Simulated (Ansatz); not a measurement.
C₄H₁₂GeO₄, SMILES `C[O][Ge]([O]C)([O]C)[O]C`. Charge 0, multiplicity 1. The structure was optimised at the PBE0-D4/def2-TZVP level. It is one conformer, not always the lowest.

```xyz
21

C     1.971   -1.656   -0.908
O     1.544   -0.315   -0.773
Ge    0.001   -0.001    0.000
O    -1.339   -0.796   -0.808
C    -1.574   -0.505   -2.171
O    -0.119    1.749   -0.051
C    -1.267    2.363    0.500
O    -0.085   -0.641    1.631
C     0.869   -0.203    2.579
H     2.940   -1.643   -1.410
H     2.090   -2.148    0.064
H     1.275   -2.250   -1.510
H    -0.724   -0.785   -2.804
H    -2.445   -1.083   -2.485
H    -1.785    0.558   -2.334
H    -2.186    2.048   -0.007
H    -1.155    3.442    0.375
H    -1.375    2.147    1.569
H     0.814    0.879    2.747
H     0.654   -0.711    3.520
H     1.893   -0.450    2.276
```

Task: What is the dipole moment at r2SCAN/def2-TZVPP? (Estimate.)

Result: Computed: 0.00 D, zero by symmetry or nearly so.

Task: Give the Mulliken charges with r2SCAN, ωB97M-V, PBE in def2-TZVPP. (An estimate is asked.)

Result: Ansatz gave: 
```json
{"atom": "C1", "r2SCAN": "0.00", "ωB97M-V": "-0.18", "PBE": "-0.15"}
{"atom": "O2", "r2SCAN": "-0.40", "ωB97M-V": "-0.38", "PBE": "-0.33"}
{"atom": "Ge3", "r2SCAN": "0.86", "ωB97M-V": "0.84", "PBE": "0.72"}
{"atom": "O4", "r2SCAN": "-0.40", "ωB97M-V": "-0.38", "PBE": "-0.33"}
{"atom": "C5", "r2SCAN": "0.00", "ωB97M-V": "-0.18", "PBE": "-0.15"}
{"atom": "O6", "r2SCAN": "-0.40", "ωB97M-V": "-0.38", "PBE": "-0.33"}
{"atom": "C7", "r2SCAN": "0.00", "ωB97M-V": "-0.18", "PBE": "-0.15"}
{"atom": "O8", "r2SCAN": "-0.40", "ωB97M-V": "-0.38", "PBE": "-0.33"}
{"atom": "C9", "r2SCAN": "0.00", "ωB97M-V": "-0.18", "PBE": "-0.15"}
{"atom": "H10", "r2SCAN": "0.06", "ωB97M-V": "0.13", "PBE": "0.11"}
{"atom": "H11", "r2SCAN": "0.06", "ωB97M-V": "0.11", "PBE": "0.10"}
{"atom": "H12", "r2SCAN": "0.06", "ωB97M-V": "0.11", "PBE": "0.10"}
{"atom": "H13", "r2SCAN": "0.06", "ωB97M-V": "0.11", "PBE": "0.10"}
{"atom": "H14", "r2SCAN": "0.06", "ωB97M-V": "0.13", "PBE": "0.11"}
{"atom": "H15", "r2SCAN": "0.06", "ωB97M-V": "0.11", "PBE": "0.10"}
{"atom": "H16", "r2SCAN": "0.06", "ωB97M-V": "0.11", "PBE": "0.10"}
{"atom": "H17", "r2SCAN": "0.06", "ωB97M-V": "0.13", "PBE": "0.11"}
{"atom": "H18", "r2SCAN": "0.06", "ωB97M-V": "0.11", "PBE": "0.10"}
{"atom": "H19", "r2SCAN": "0.06", "ωB97M-V": "0.11", "PBE": "0.10"}
{"atom": "H20", "r2SCAN": "0.06", "ωB97M-V": "0.13", "PBE": "0.11"}
{"atom": "H21", "r2SCAN": "0.06", "ωB97M-V": "0.11", "PBE": "0.10"}
```
